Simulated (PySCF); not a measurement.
## Vibration and rotation of NdS

M06-L constants of NdS, quintet, about 3.9 electrons in the 4f shell (Mulliken), real f orbitals that mix terms (PySCF, spin-free X2C with a Gaussian nucleus, basis sets Nd x2c-SVPall, S x2c-SVPall; masses 141.9077 and 31.9721 u):

- ωe: 405.7 cm⁻¹
- ωexe: 0.761 cm⁻¹
- Be: 0.1117 cm⁻¹
- αe: 0.000314 cm⁻¹
- De to Nd (4f4 6s2) + S: 4.80 eV

What force constant and bond length do these constants imply?

Reduced mass μred = 26.093 u; k = 5.8918×10⁻⁷·μred·ωe² (u, cm⁻¹, mdyn/Å) = 2.53 mdyn/Å; Re = √(16.8576/(μred·Be)) (u, cm⁻¹, Å) = 2.405 Å.

Estimate the centrifugal constant D from the Kratzer relation and find the Dunham coefficient a1.

D = 4Be³/ωe² = 3.39e-08 cm⁻¹; a1 = −1 − αeωe/(6Be²) = -2.70.

These are scalar-relativistic numbers at best; spin–orbit coupling would shift them, the dissociation energy most. Counting both spins, an empty level lies below a filled one in this solution, because spin and occupation are held. With d or f electrons several states lie close, and the lowest PBE0 determinant need not be the measured ground state.
